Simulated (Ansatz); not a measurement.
`C[O][Ga]([Cl])[Cl]` + CH₃NH₂ → `C[NH][Ga]([Cl])[Cl]` + CH₃OH at 500 K and 1 bar (ligand exchange at a Ga–O bond).

Calculated with Ansatz (gas phase, PBE0-D4/def2-TZVP geometries, no zero-point term in ΔE). CCSD(T)/CBS adds triple-zeta CCSD(T) − MP2 to the extrapolated MP2 energy (def2 sets, frozen cores). This one scheme is used for every species. For Ga outer-core shells are correlated without core-valence functions, which leaves a few kJ/mol of doubt a bond. Scalar relativity is left out up to krypton. Each species was taken in one conformer, which may not be the lowest.

| species | CCSD(T)/CBS energy (Eh) | H − E (kJ/mol) | S (J/(mol·K)) |
| --- | --- | --- | --- |
| `C[O][Ga]([Cl])[Cl]` | -2958.65291 | 161.7 | 436.3 |
| CH₃NH₂ | -95.75281 | 191.8 | 270.3 |
| `C[NH][Ga]([Cl])[Cl]` | -2938.78787 | 196.3 | 438.9 |
| CH₃OH | -115.61712 | 157.0 | 265.4 |

H − E and S are ideal-gas, rigid-rotor, harmonic terms from PBE0-D4/def2-TZVP, for one conformer and one mirror image of each species. 1 Eh = 2625.50 kJ/mol, R = 8.31446 J/(mol·K).

Problem. By hand: ΔE, ΔH, ΔS and ΔG.

Solution. ΔE = (-2938.78787) + (-115.61712) − (-2958.65291) − (-95.75281) = 0.00073 Eh = 1.9 kJ/mol. Δ(H − E) = 196.3 + 157.0 − 161.7 − 191.8 = -0.2, so ΔH = 1.7 kJ/mol. ΔS = 438.9 + 265.4 − 436.3 − 270.3 = -2.3 J/(mol·K). ΔG = 1.7 − 500 × (-2.3)/1000 = 2.8 kJ/mol.

Problem. By hand: the equilibrium constant, and the temperature at which ΔG would vanish if ΔH and ΔS stayed fixed.

Solution. log₁₀ K = −ΔG/(RT ln 10) = -0.3. ΔH and −TΔS have one sign here, so there is no such temperature.

TΔS isn't small against ΔH here. The sign of ΔG lies within the doubt. A doubt of 5 kJ/mol in ΔE shifts log₁₀ K by 0.5 here. Other conformers and mirror images would add mixing entropy, several J/(mol·K) or more a flexible species. These are equilibria of isolated gas molecules and say nothing of rates. Largest T1 diagnostic: 0.013 (customary marks: 0.02 for closed shells, 0.045 for open ones).

ΔS is within the doubt of such terms, so its sign, and with it that verdict, could turn.
